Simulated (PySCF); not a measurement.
Species: C7H11N.
SMILES with atom numbers: `[CH:1]#[C:2][C@H:3]1[CH2:4][CH2:5][N:6]([CH3:7])[CH2:8]1` (hydrogens: H9 on C1; H10 on C3; H11, H12 on C4; H13, H14 on C5; H15, H16, H17 on C7; H18, H19 on C8)

Vertical excitations from PySCF (density fitting, frozen core in the response, grid level 2 and gas phase unless stated; continuum runs use non-equilibrium linear response for the excitations) on a GFN2-xTB geometry. Reference run:

```json
{"settings": "PBE0/def2-SVPD, full TDDFT, 6 singlets", "S1, eV (f)": "5.88 (0.011)", "S2, eV (f)": "6.37 (0.019)", "S3, eV (f)": "6.62 (0.014)", "S4, eV (f)": "6.70 (0.004)", "S5, eV (f)": "6.77 (0.009)", "S6, eV (f)": "6.87 (0.004)", "T1, eV (Tamm–Dancoff)": "5.44", "mean α (au)": "87.8"}
```

Problem. What do these settings give: HF/6-31G, IEF-PCM acetonitrile, energy threshold 1e-08 Eh, CIS, 25 singlets?

Solution. 
| settings | S1, eV (f) | S2, eV (f) | S3, eV (f) | S4, eV (f) | S5, eV (f) | S6, eV (f) | T1, eV (Tamm–Dancoff) | mean α (au) |
| --- | --- | --- | --- | --- | --- | --- | --- | --- |
| HF/6-31G, IEF-PCM acetonitrile, energy threshold 1e-08 Eh, CIS, 25 singlets | 6.86 (0.000) | 7.27 (0.002) | 7.27 (0.004) | 9.63 (0.073) | 10.61 (0.040) | 10.87 (0.036) | – | 88.4 |

S1 moves by +0.98 eV; functional, basis, environment and response scheme change together, so the shift can't be laid on one. States are counted by energy in each run and needn't keep their character from row to row.

Problem. Which orbital pairs make up S1 in each run, and how does it sit against the orbital gap?

Solution. 
| settings | S1 configurations (weight) | S1 (eV) | orbital gap (eV) | S1 − gap (eV) |
| --- | --- | --- | --- | --- |
| PBE0/def2-SVPD, full TDDFT, 6 singlets | H→L 0.96 | 5.88 | 7.01 | -1.13 |
| HF/6-31G, IEF-PCM acetonitrile, energy threshold 1e-08 Eh, CIS, 25 singlets | H−2→L+1 0.42, H−1→L 0.21, H−1→L+2 0.11 | 6.86 | 15.18 | -8.32 |

The species at its GFN2-xTB geometry (one conformer only).
